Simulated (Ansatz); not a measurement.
`[CH3][InH][Br]` + H₂ → `[Br][InH2]` + CH₄ at 400 K and 1 bar (hydrogenolysis of the In–C bond).

Program: Ansatz. Geometries: PBE0-D4/def2-TZVP. ΔE: electronic, gas phase. CCSD(T)/CBS is the MP2 limit (def2-TZVPP, def2-QZVPP) plus CCSD(T) − MP2 in def2-TZVPP, frozen cores. This one scheme is used for every species. def2 core potentials past Kr. For Br, In outer-core shells are correlated without core-valence functions, which leaves a few kJ/mol of doubt a bond. Scalar relativity is left out up to krypton.

```
         species  CCSD(T)/CBS energy (Eh)  H − E (kJ/mol)  S (J/(mol·K))
`[CH3][InH][Br]`              -2803.63750           137.9          372.7
              H₂                 -1.17544            38.0          139.0
    `[Br][InH2]`              -2764.36342            51.9          304.8
             CH₄                -40.46206           131.3          197.2
```

H − E and S are ideal-gas, rigid-rotor, harmonic terms from PBE0-D4/def2-TZVP. The MP2-based limit puts H₂ 0.8 mEh under its directly extrapolated value; such offsets cancel only in part. 1 Eh = 2625.50 kJ/mol, R = 8.31446 J/(mol·K).

**Question.** By hand: ΔE, ΔH, ΔS and ΔG.

**Answer.** ΔE = (-2764.36342) + (-40.46206) − (-2803.63750) − (-1.17544) = -0.01254 Eh = -32.9 kJ/mol. Δ(H − E) = 51.9 + 131.3 − 137.9 − 38.0 = 7.3, so ΔH = -25.6 kJ/mol. ΔS = 304.8 + 197.2 − 372.7 − 139.0 = -9.7 J/(mol·K). ΔG = -25.6 − 400 × (-9.7)/1000 = -21.7 kJ/mol.

**Question.** By hand: the equilibrium constant, and the temperature at which ΔG would vanish if ΔH and ΔS stayed fixed.

**Answer.** log₁₀ K = −ΔG/(RT ln 10) = 2.8. ΔG = 0 at ΔH/ΔS = 2639 K, far beyond where these terms or the molecules hold.

The number of gas molecules stays the same, so ΔS is small and ΔH decides. A doubt of 5 kJ/mol in ΔE shifts log₁₀ K by 0.7 here. Modes under 60 cm⁻¹, often nearly free rotors, make the harmonic entropy too high. These are equilibria of isolated gas molecules and say nothing of rates. Largest T1 diagnostic: 0.012 (customary marks: 0.02 for closed shells, 0.045 for open ones).
